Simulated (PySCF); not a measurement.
## Electron correlation in Ne²⁺ (neon, charge +2)

[He] 2s2 2p3 3s1, high-spin 5S determinant (an excited configuration). Calculation: PySCF 2.14, in dyall-acv3z (15s9p4d2f, 76 functions); scalar relativity by spin-free X2C-1e. Frozen: nothing; 8 electrons correlated; the 5 highest virtual orbitals of each spin left out.

| level | correlation energy (mhartree) |
| --- | --- |
| CCSD | -191.94 |
| (T) | -1.81 |
| CCSD(T) | -193.75 |

Diagnostics: T1 = 0.0047, D1 = 0.0174, largest double amplitude 0.038.

Question: Is a single reference adequate?

Answer: Yes: T1 lies below 0.03 and no double amplitude reaches 0.07.
